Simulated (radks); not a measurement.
Values are calculated unless marked as measured or tabulated.
How relativity changes the ionisation of the gallium ion Ga2+ ([Ar] 3d10 4s1) to Ga3+ ([Ar] 3d10). Spin-unpolarised spherical Kohn-Sham, PBE, point nucleus unless stated (finite: rms radius 3.9973 fm), a radial shooting solver on a logarithmic mesh with Libxc functionals. A level marked "c x" has the speed of light scaled by that factor.

level,E(Ga2+) (hartree),E(Ga3+) (hartree),IE (eV),HOMO,<r> HOMO (bohr)
non-rel.,-1923.59042,-1922.46029,30.752,4s,2.108
scalar-rel.,-1942.95234,-1941.80313,31.272,4s,2.077
"scalar-rel., finite nucleus",-1942.94173,-1941.79252,31.271,4s,2.077
Dirac,-1943.03314,-1941.88393,31.272,4s1/2,2.077
"Dirac, finite nucleus",-1943.02252,-1941.87331,31.271,4s1/2,2.077
"Dirac, c x 0.75",-1958.86542,-1957.70041,31.702,4s1/2,2.052
"Dirac, c x 3",-1925.70272,-1924.57054,30.808,4s1/2,2.104
"Dirac, c x 10",-1923.78005,-1922.64974,30.757,4s1/2,2.107

NIST Atomic Spectra Database: 30.726 eV (measured). The relativistic part of the total energy of Ga2+ is -19.43 hartree (Dirac, finite nucleus), 1 % of the non-relativistic value. Spin polarisation and multiplet splitting of open shells are left out at every level.

Beside tabulated values, note that spin-unpolarised runs miss the spin-polarisation part of the exchange energy of open shells.
